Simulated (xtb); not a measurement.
C2H8FNSi2, SMILES C(=C/[SiH3])(/[SiH2]N)F. All values are semi-empirical tight-binding results from xtb (GFN2-xTB unless named), good for trends rather than for accurate numbers. Coordinates come from a GFN2-xTB optimisation. The structure was generated by enumeration; whether it is a known compound was not checked. The values are those of a single conformer.

Optimised geometry:

```xyz
14

N      2.7340    -0.8221    -0.0169
Si     1.0808    -0.8198    -0.4919
C      0.1371     0.7392     0.0708
F      0.9793     1.8174     0.2194
C     -1.1493     0.9371     0.3270
Si    -2.4903    -0.3660     0.1965
H      3.3441    -0.1115    -0.3903
H      2.9671    -0.9884     0.9492
H      0.4618    -1.9814     0.1404
H      1.0849    -0.8347    -1.9550
H     -1.4489     1.9325     0.6380
H     -2.4753    -1.2192     1.3892
H     -3.7778     0.3311     0.1220
H     -2.3015    -1.1874    -1.0007
```

The geometry has at least one imaginary mode, so it is a saddle point at that level.

```json
{
 "orbital_gap": "3.75 eV",
 "dipole_moment": "1.00 D",
 "static polarisability (D4 model)": "92.7 bohr³",
 "solvation energy, GFN2-xTB/ALPB(water)": "-3.3 kcal/mol",
 "solvation energy, GFN2-xTB/ALPB(acetone)": "-6.2 kcal/mol"
}
```

Computed atomic charges and the Wiberg bond orders between heavy atoms:
charges (e) N1 -0.40, Si2 0.47, C3 0.03, F4 -0.26, C5 -0.17, Si6 0.44, H7 0.16, H8 0.16, H9 -0.09, H10 -0.08, H11 0.04, H12 -0.10, H13 -0.10, H14 -0.11. Bond orders N1–Si2 1.17, Si2–C3 0.84, C3–F4 0.95, C3–C5 1.91, C5–Si6 0.92.
